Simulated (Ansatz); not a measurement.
Consider the formal exchange of groups at a B–C bond: `CCCBO` + `FB([SiH3])Br` → `OBB(F)[SiH3]` + `CCCBr`.

Computed with Ansatz on PBE0-D4/def2-TZVP structures; ΔE is electronic, products minus reactants. CBS: MP2 limit from def2 TZ/QZ plus the TZ coupled-cluster correction, frozen cores. Functionals use def2-TZVPP. B3LYP here is the variant with VWN-RPA as its local correlation; programs differ in this. For Br outer-core shells are correlated without core-valence functions, which leaves a few kJ/mol of doubt a bond. Scalar relativity is left out up to krypton. One conformer a species, not always the lowest.

`CCCBO`:

```xyz
14

C    -1.230   -1.492    0.335
C    -0.630   -0.098    0.261
C     0.768   -0.071   -0.342
B     1.470    1.328   -0.461
O     0.891    2.484   -0.057
H    -1.303   -1.939   -0.661
H    -2.232   -1.481    0.771
H    -0.607   -2.152    0.945
H    -0.606    0.331    1.270
H    -1.299    0.544   -0.328
H     1.439   -0.729    0.228
H     0.757   -0.521   -1.346
H     2.572    1.440   -0.923
H     0.010    2.355    0.308
```

`FB([SiH3])Br`:

Z-matrix (Å, degrees):
```
Si
B 1 2.027
H 1 1.487 2 108.5
H 1 1.487 2 108.5 3 118.0
H 1 1.486 2 111.9 3 -121.0
Br 2 1.923 1 119.6 3 -58.9
F 2 1.313 1 123.6 3 121.1
```

`OBB(F)[SiH3]`:

Cartesian coordinates in Å:
```
O 0.995 1.315 1.690
B 0.805 1.232 0.351
B -0.610 0.497 -0.253
F -1.661 1.243 -0.589
Si -0.752 -1.520 -0.603
H 1.833 1.713 1.939
H 1.673 1.632 -0.390
H -0.146 -1.809 -1.937
H -2.158 -2.011 -0.616
H 0.020 -2.293 0.409
```

`CCCBr`:

Z-matrix (Å, degrees):
```
C
C 1 1.517
H 1 1.092 2 111.0
H 1 1.092 2 110.9 3 120.1
H 1 1.093 2 111.1 3 -120.0
C 2 1.510 1 114.2 3 61.9
H 2 1.094 1 110.4 3 -61.8
H 2 1.098 1 109.7 3 -178.7
Br 6 1.953 2 112.5 1 -65.5
H 6 1.089 2 112.1 1 53.0
H 6 1.088 2 112.1 1 176.5
```

```csv
level,ΔE (kJ/mol),difference from CCSD(T)/CBS
r2SCAN-D4,181.5,5.2
PBE0-D4,174.2,-2.1
ωB97M-V,178.2,1.9
PBE,169.7,-6.6
r2SCAN,181.4,5.1
PBE0,173.9,-2.4
B3LYP,168.6,-7.7
MP2/def2-TZVPP,183.3,7.0
CCSD/def2-TZVPP,173.7,-2.6
MP2/def2-QZVPP,184.2,7.9
CCSD(T)/CBS,176.3,0
```

Largest T1 diagnostic among the species: 0.015.

In def2-TZVPP, CCSD(T) changes the Hartree–Fock value by +4.1 kJ/mol (the triples alone add +1.0 kJ/mol) and MP2 by +12.7 kJ/mol. From PBE to PBE0 (25 % exact exchange), in def2-TZVPP and without D4, ΔE moves by +4.2 kJ/mol.
